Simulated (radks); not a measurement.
Problem. All-electron atom: the osmium ion Os51+ in [Ar] 3d7 (the NIST ground configuration). Calculated with a radial shooting solver on a logarithmic mesh with Libxc functionals: non-relativistic Kohn-Sham, TPSS, spin-polarised, spherical densities, point nucleus; open shells are filled with parallel spins first (spin-orbit coupling, left out, can overturn this in heavy ions); meta-GGA in the generalised Kohn-Sham scheme; relativity is left out, which matters for an element this heavy. Some entries of the table are withheld. Estimate them.

orbital  occ.  eigenvalue (hartree)  r(max) (bohr)
1s down     1             -2589.331        0.01322
1s up       1             -2589.330        0.01322
2s up       1             -518.2777        0.07179
2s down     1             -517.7438        0.07176
2p up       3             -502.2804            (1)
2p down     3             -501.8908            (2)
3s up       1             -193.2788         0.1926
3s down     1             -192.7647         0.1927
3p up       3             -186.3240         0.1808
3p down     3             -185.7467         0.1810
3d up       5             -174.1622            (3)
3d down     2             -173.3971            (4)

Solution. 
(1) 2p up r(max) (bohr): 0.05574
(2) 2p down r(max) (bohr): 0.05570
(3) 3d up r(max) (bohr): 0.1414
(4) 3d down r(max) (bohr): 0.1416
